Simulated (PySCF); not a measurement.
# Deuteron quadrupole couplings in `[H]/N=C(/CCS[SiH3])C(C)=S`

Compound: C5H11NS2Si.
Cartesian coordinates in Å at the GFN2-xTB level; atoms count from 1:
```
atom  x, y, z in Å
C1     3.4041   -0.7098   -0.1744
C2     2.1589   -0.1542    0.4321
S3     2.1200    0.2540    2.0112
C4     0.9774    0.0252   -0.4403
N5     0.9554   -0.2131   -1.6835
C6    -0.3030    0.4895    0.1902
C7    -1.0251   -0.6971    0.8243
S8    -2.6217   -0.2174    1.5629
Si9   -3.8128    0.1679   -0.1801
H10    3.7714   -0.0435   -0.9574
H11    3.2097   -1.6846   -0.6254
H12    4.1761   -0.8173    0.5829
H13    1.8218   -0.5497   -2.0954
H14   -0.1078    1.2400    0.9567
H15   -0.9281    0.9167   -0.5944
H16   -0.4428   -1.1102    1.6477
H17   -1.2094   -1.4763    0.0848
H18   -5.1754    0.0593    0.3069
H19   -3.4586   -0.8541   -1.1575
H20   -3.5151    1.5012   -0.6944
```

Level: PBE0/pcSseg-1 (PySCF, non-relativistic); Q(2H) = 0.00286 b; rigid geometry, the same for H and D, with no vibrational averaging.

Question: Rank these positions by the coupling χzz of a deuteron there, largest first.
A. H18 (Si–H hydrogen)
B. H13 (N–H hydrogen)
C. H15 (methylene hydrogen)
D. H20 (Si–H hydrogen)
E. H12 (methyl hydrogen)

Answer: B (261 kHz), E (208 kHz), C (203 kHz), A (115 kHz), D (110 kHz).

Q: Tabulate Vzz, the asymmetry η and χzz = 234.96 MHz × Q × Vzz for every hydrogen position.

A: 
```json
{"atom": "H10", "bonded to": "C1", "bond length (Å)": "1.092", "Vzz (au)": "0.3059", "η": "0.03", "χzz (kHz)": "206"}
{"atom": "H11", "bonded to": "C1", "bond length (Å)": "1.091", "Vzz (au)": "0.3061", "η": "0.03", "χzz (kHz)": "206"}
{"atom": "H12", "bonded to": "C1", "bond length (Å)": "1.087", "Vzz (au)": "0.3089", "η": "0.03", "χzz (kHz)": "208"}
{"atom": "H13", "bonded to": "N5", "bond length (Å)": "1.017", "Vzz (au)": "0.3885", "η": "0.04", "χzz (kHz)": "261"}
{"atom": "H14", "bonded to": "C6", "bond length (Å)": "1.090", "Vzz (au)": "0.2986", "η": "0.04", "χzz (kHz)": "201"}
{"atom": "H15", "bonded to": "C6", "bond length (Å)": "1.090", "Vzz (au)": "0.3020", "η": "0.05", "χzz (kHz)": "203"}
{"atom": "H16", "bonded to": "C7", "bond length (Å)": "1.090", "Vzz (au)": "0.3025", "η": "0.05", "χzz (kHz)": "203"}
{"atom": "H17", "bonded to": "C7", "bond length (Å)": "1.090", "Vzz (au)": "0.3026", "η": "0.03", "χzz (kHz)": "203"}
{"atom": "H18", "bonded to": "Si9", "bond length (Å)": "1.451", "Vzz (au)": "0.1709", "η": "0.02", "χzz (kHz)": "115"}
{"atom": "H19", "bonded to": "Si9", "bond length (Å)": "1.458", "Vzz (au)": "0.1658", "η": "0.03", "χzz (kHz)": "111"}
{"atom": "H20", "bonded to": "Si9", "bond length (Å)": "1.460", "Vzz (au)": "0.1638", "η": "0.01", "χzz (kHz)": "110"}
```

Q: Average by the element that carries the hydrogen.

A: on C: 204 kHz over 7 positions, mean bond length 1.090 Å; on N: 261 kHz over 1 position, mean bond length 1.017 Å; on Si: 112 kHz over 3 positions, mean bond length 1.456 Å.

Q: A static deuteron (I = 1) shows a doublet split by (3/2)χ, (3/4)χ(1 + η) and (3/4)χ(1 − η) with the field along z, y and x of the gradient. What are these for H18?

A: With |χ| = 114.8 kHz and η = 0.020: 172, 88 and 84 kHz, to first order and without motion.

One conformer (not necessarily the lowest) at the GFN2-xTB geometry, without solvent, vibrations or thermal averaging. GFN2-xTB bond lengths can be off by several hundredths of an ångström, more for odd bonds, and the gradients follow them. The basis is small and wasn't made for field gradients, so the couplings can be 20 % off.
